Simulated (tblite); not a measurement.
Isomers of C5H4F3P. Computed with GFN2-xTB (tblite): harmonic, unscaled wavenumbers at the GFN2-xTB geometry, gas phase. The method is semi-empirical: single wavenumbers can be off by several per cent or more. One conformer each.

Electronic energies: GFN2-xTB at the same geometries; isomer energies are rough at this level and their order can be wrong.

```json
{"SMILES": "C=CP1C=C1C(F)(F)F", "electronic energy, lowest = 0 (kJ/mol)": "188.2"}
{"SMILES": "FC(F)(F)p1cccc1", "electronic energy, lowest = 0 (kJ/mol)": "0.0"}
{"SMILES": "C#CP(C)C(F)=C(F)F", "electronic energy, lowest = 0 (kJ/mol)": "187.7"}
```

**Question.** How do GFN2-xTB zero-point energies change the relative energies?

**Answer.** 
```
           SMILES  ZPE (kJ/mol)  of it from modes above 1550 cm⁻¹  electronic (kJ/mol)  with ZPE, lowest = 0 (kJ/mol)  lowest mode (cm⁻¹)  rings
  FC(F)(F)p1cccc1         204.2                              83.8                  0.0                            0.0                  45      1
C#CP(C)C(F)=C(F)F         194.6                              97.7                187.7                          178.1                  21      0
C=CP1C=C1C(F)(F)F         196.9                              94.3                188.2                          180.9                  13      1
```

The zero-point energies span 9.6 kJ/mol, from `C#CP(C)C(F)=C(F)F` to `FC(F)(F)p1cccc1`. The order is unchanged.
